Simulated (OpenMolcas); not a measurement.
# Tc I: effect of the active space

```yaml
Program: OpenMolcas
Method: CASSCF or its RAS form
Basis: ANO-RCC-VTZP
Scalar_Hamiltonian: DKH2, point nucleus
Spin-orbit_coupling: state interaction with AMFI integrals over the reference wave functions, term energies averaged over their components
```

A. 5 electrons in 5 orbitals (4d); 2S+1 = 6 even, 1 root; 2S+1 = 4 even, 24 roots; 2S+1 = 2 even, 75 roots (58 in the spin-orbit step); cost about 25 core-seconds
B. 7 electrons in 6 orbitals (4d 5s); 2S+1 = 6 even, 6 roots; 2S+1 = 4 even, 64 roots; 2S+1 = 2 even, 83 roots; cost of the order of 100 core-seconds
C. 7 electrons in 9 orbitals (RAS2 4d 5s; RAS3 5p, at most 2 electrons); 2S+1 = 6 even, 6 roots; 2S+1 = 4 even, 64 roots kept (CI in the orbitals of an earlier block); 2S+1 = 2 even, 83 roots kept (CI in the orbitals of an earlier block); 2S+1 = 6 odd, 44 roots; 2S+1 = 8 odd, 3 roots kept (CI in the orbitals of an earlier block); 2S+1 = 4 odd, 10 roots kept (CI in the orbitals of an earlier block); cost about 5 core-minutes

Energies in cm⁻¹ above 4d⁵ 5s² ⁶S_5/2.

| Level | A | B | C |
| --- | --- | --- | --- |
| 4d⁵ 5s² ⁶S_5/2 | 0.0 | 0.0 | 0.0 |
| 4d⁵ 5s² ⁴G_5/2 [71 %] | 23286 | 24730 | 20020 |
| 4d⁵ 5s² ⁴G_7/2 | 23405 | 24512 | 20011 |
| 4d⁵ 5s² ⁴G_11/2 | 23431 | 24261 | 19954 |
| 4d⁵ 5s² ⁴G_9/2 | 23474 | 24293 | 19984 |
| 4d⁵ 5s² ⁴P_1/2 | 27082 | 26512 | 27850 |

B puts 4d⁶ 5s ⁶D_9/2 lowest.

The spin-orbit steps hold different terms of 4d⁵ 5s² (B lacks among others ²D, ²F, ²G, ²H, ²S; C lacks ²D, a ²F, ²G, ²H, ²S), which shifts levels as well.

Among A to C the level of the table that moves most is 4d⁵ 5s² ⁴G_5/2 [71 %], by 4700 cm-1 (lowest in C, highest in B).

Without dynamic correlation excited terms often stand tens of per cent too high (terms of higher spin than the ground term too low), and those without a measured partner can miss by more than the paired ones. Some high roots are left out of the spin-orbit mixing, which shifts the levels that they would mix with (holds for A). With the s shell closed, the reference lacks s² → p², s² → d² and s → d mixing, so excited terms can stand far too high and out of order, with CASPT2 too (holds for A). The lowest computed level is not the ground level that NIST lists (6S5/2) (holds for B). Configurations are named by rounded mean occupations; where the s occupation lies near a half they are strongly mixed, a name can repeat and a true partner stay unpaired (holds for B; C). Terms from blocks run as CI alone lack orbitals of their own (holds for C). Only configurations of the active space appear. The table leaves out levels that lie high or whose names do not pair safely across all columns.

A share in square brackets marks a mixed level and gives the weight of the term that names it, the lowest over the columns.
